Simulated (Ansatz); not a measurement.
C₃H₁₀OSi, SMILES `CCO[SiH2]C`, relaxed with RKS PBE-D4/def2-SVP in Ansatz 0.2.0 from a rough embedded geometry. The force threshold is 0.03 eV/Å; the program also tests the step.

Total charge 0; spin multiplicity 1.

Start:

```xyz
15

C     1.947    1.689    0.238
C     1.175    0.700   -0.553
O     0.138    0.157    0.269
Si   -0.988   -0.861   -0.426
C    -2.250   -1.499    0.751
H     2.811    2.104   -0.275
H     1.336    2.508    0.653
H     2.368    1.195    1.182
H     1.852   -0.071   -0.906
H     0.778    1.251   -1.431
H    -1.540   -0.269   -1.617
H    -0.146   -2.043   -0.917
H    -2.810   -0.677    1.146
H    -1.761   -1.975    1.628
H    -2.909   -2.209    0.256
```

```tsv
step	energy (eV)	largest force (eV/Å)	largest move (Å)
1	-13182.2958	2.209	0.000
2	-13182.5712	0.822	0.116
3	-13182.5992	0.085	0.059
4	-13182.6030	0.127	0.048
5	-13182.6044	0.039	0.030
6	-13182.6047	0.014	0.011
```

End:

```xyz
15

C     1.937    1.688    0.350
C     1.195    0.722   -0.561
O     0.116    0.137    0.154
Si   -0.956   -0.964   -0.538
C    -2.186   -1.442    0.792
H     2.785    2.160   -0.186
H     1.256    2.487    0.705
H     2.334    1.157    1.238
H     1.893   -0.068   -0.931
H     0.820    1.262   -1.465
H    -1.655   -0.334   -1.721
H    -0.205   -2.176   -1.041
H    -2.740   -0.552    1.155
H    -1.671   -1.907    1.656
H    -2.922   -2.169    0.392
```

It took 7.5 s on 4 threads of an AMD EPYC 7B13 on a shared host, with 0.18 GiB of host memory at the peak.
